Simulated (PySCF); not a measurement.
Species: [NbOCl4]- (charge -1 and singlet state).
Structure used (PBE0-D3(BJ)/def2-SVP), in Å, numbered top down from 1:
```
atom  x, y, z in Å
Nb1    0.0000   -0.0001    0.1060
O2    -0.0019   -0.0076    1.7875
Cl3    2.3196    0.0017   -0.4685
Cl4   -0.0002    2.3205   -0.4634
Cl5   -2.3183    0.0009   -0.4751
Cl6    0.0007   -2.3154   -0.4864
```

The calculation used PySCF, PBE0-D3(BJ)/def2-SVP geometry optimisation, gas phase, def2 core potentials past Kr.

Question: Which atoms are bound to Nb1, and at what distances?

Answer: 5 atoms: O2 1.682 Å, Cl4 2.389 Å, Cl3 2.390 Å, Cl6 2.390 Å, Cl5 2.390 Å.

Question: List the angles at Nb1.

Answer: 
```json
{"angle": "Cl3–Nb1–Cl5", "degrees": "152.0", "distance of the outer atoms (Å)": "4.64"}
{"angle": "Cl4–Nb1–Cl6", "degrees": "151.9", "distance of the outer atoms (Å)": "4.64"}
{"angle": "O2–Nb1–Cl6", "degrees": "104.1", "distance of the outer atoms (Å)": "3.24"}
{"angle": "O2–Nb1–Cl4", "degrees": "104.0", "distance of the outer atoms (Å)": "3.24"}
{"angle": "O2–Nb1–Cl5", "degrees": "104.0", "distance of the outer atoms (Å)": "3.24"}
{"angle": "O2–Nb1–Cl3", "degrees": "104.0", "distance of the outer atoms (Å)": "3.24"}
{"angle": "Cl3–Nb1–Cl4", "degrees": "86.7", "distance of the outer atoms (Å)": "3.28"}
{"angle": "Cl4–Nb1–Cl5", "degrees": "86.6", "distance of the outer atoms (Å)": "3.28"}
{"angle": "Cl3–Nb1–Cl6", "degrees": "86.6", "distance of the outer atoms (Å)": "3.28"}
{"angle": "Cl5–Nb1–Cl6", "degrees": "86.6", "distance of the outer atoms (Å)": "3.28"}
```

Question: What is the shape at Nb1?

Answer: Square pyramidal: τ5 = (β − α)/60° = 0.00 from the two widest angles, 152.0° and 151.9° (0 for a square pyramid, 1 for a trigonal bipyramid).

Question: What are the rotational constants (commonest isotopes, rigid rotor)?

Answer: A = 1108, B = 1107, C = 672.2 MHz: an oblate symmetric top.

Point group: C4v (tolerance 0.08 Å). Charge -1, singlet. The geometry's basis has no diffuse functions, a weakness for an anion. Whether it is a minimum is left open (no frequencies).

Hardware: an x86-64 server with one thread, no GPU (shared host). Cost: 68 s of wall time. These figures are those of the optimisation.
